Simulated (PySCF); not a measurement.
BCl2H5Si2.
SMILES: `[SiH3][SiH2]B(Cl)Cl`

Torsions of this conformer, `[SiH3:1][SiH2:2][B:3]([Cl:4])[Cl:5]`: Si1–Si2–B3–Cl4 -98°.

The closed-shell ground state was solved at several levels (PySCF, density fitting, gas phase, non-relativistic). Geometry: PBE0-D3(BJ)/def2-SVP, one conformer, isolated molecule.

```
              level  basis functions  total energy (Eh)  HOMO (eV)  LUMO (eV)  gap (eV)  dipole (D)
      PBE0/pcSseg-1              138         -1526.6591      -8.22      -2.29      5.93        0.78
CAM-B3LYP/def2-SVPD              162         -1526.8445      -9.40      -1.17      8.23        0.75
```

Estimate the row for wB97X-D/pcSseg-2, a basis of 278 functions; the other rows only guide the guess.

Total energy -1527.3757 Eh, HOMO -9.91 eV, LUMO -0.50 eV, gap 9.41 eV, dipole 0.77 D.

Over all these levels, which gives the widest orbital gap and which the narrowest?

wB97X-D/pcSseg-2 (range-separated hybrid) has the widest, 9.41 eV, and PBE0/pcSseg-1 (global hybrid, 25 % exact exchange) the narrowest, 5.93 eV. Functional and basis both differ between the two, so the spread mixes both effects.

How far do the dipole and the HOMO energy spread over the levels?

The dipole runs from 0.75 to 0.78 D (mean 0.77 D) and the HOMO from -9.91 to -8.22 eV.

The pairwise dispersion term of wB97X-D wasn't added to the energies; at a given geometry it leaves orbitals and properties as they are.
